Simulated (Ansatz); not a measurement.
Species: C$_{2}$H$_{4}$O (charge +1, doublet). SMILES of the parent species: O[C]C
Coordinates optimised at B3LYP-D3(BJ)/def2-TZVP (Ansatz, a program for electronic structure):
```xyz
7

C      1.1843    -0.3420     0.0272
C     -0.0990     0.1643    -0.3873
O     -1.2134     0.3035     0.1053
H      1.4749    -1.1366    -0.6733
H      1.9228     0.4592    -0.1110
H      1.1812    -0.7054     1.0610
H     -1.3836     0.0212     1.0419
```
Charge +1, spin multiplicity 2.

### Question
Give the harmonic wavenumbers at B3LYP-D3(BJ)/def2-TZVP (Ansatz, finite differences of forces, unscaled).

### Answer
132, 424, 611, 905, 983, 1010, 1166, 1341, 1377, 1416, 1723, 2986, 3049, 3079, 3370 cm⁻¹. Zero-point energy 33.7 kcal/mol.

### Question
From these and the geometry, give the ideal-gas thermochemistry at 298.15 K and 1 atm (rigid rotor, harmonic oscillator).

### Answer
Point group Cs, rotational symmetry number 1. Rotational constants 78.93, 9.27, 8.739 GHz. S(trans) 37.27, S(rot) 21.45, S(vib) 4.67, S(elec, spin only) 1.38, S 64.8 cal/(mol K). H(298) - H(0) 3.18 kcal/mol; G - E(el) 17.6 kcal/mol.
